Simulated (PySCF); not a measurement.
Molecule: `ClB(Cl)Cl`, BCl₃.

Atoms are numbered as in `[Cl:1][B:2]([Cl:3])[Cl:4]`.

Geometry PBE0-D3(BJ)/def2-SVP throughout; GIAO in PySCF, gas phase, one conformer, non-relativistic; equivalent atoms averaged; basis pcSseg-2.

Q: How do the absolute shieldings σ depend on the functional? (ppm; last column core-seconds on shared hosts with different chips, so compare them loosely; the GGAs took longer than the global hybrids here, which isn't the general rule, and the cause wasn't traced)

A: 
```tsv
functional	kind	Cl1/Cl3/Cl4	B2	core-s
HF	Hartree–Fock	748.4	60.8	5.3
LDA	LDA	587.1	38.7	8
PBE	GGA	614.7	42.1	9.6
BLYP	GGA	610.6	37.7	9.6
BP86	GGA	615.5	42.7	9.7
OPBE	GGA	645.5	52.1	10
KT2	GGA	640.5	51.1	10
KT3	GGA	654.9	51.9	9.5
B97-D	GGA	642.0	47.4	9.9
B3LYP	global hybrid	641.3	41.3	7.5
PBE0	global hybrid	653.7	46.3	7.8
mPW1PW91	global hybrid	653.4	46.1	5.5
WP04	global hybrid	649.3	36.9	6
B97-2	global hybrid	664.8	49.1	7.4
BHandHLYP	global hybrid	683.4	47.4	6.5
CAM-B3LYP	range-separated hybrid	657.1	41.1	8.4
wB97X-D	range-separated hybrid	665.9	46.7	8.4
LC-wPBE	range-separated hybrid	678.6	43.4	10
```

Q: Which nucleus moves most, in ppm?

A: Cl1/Cl3/Cl4 (chlorine bonded to B): from 587.1 ppm with LDA to 748.4 ppm with HF. The smallest spread is 23.9 ppm, at B2.
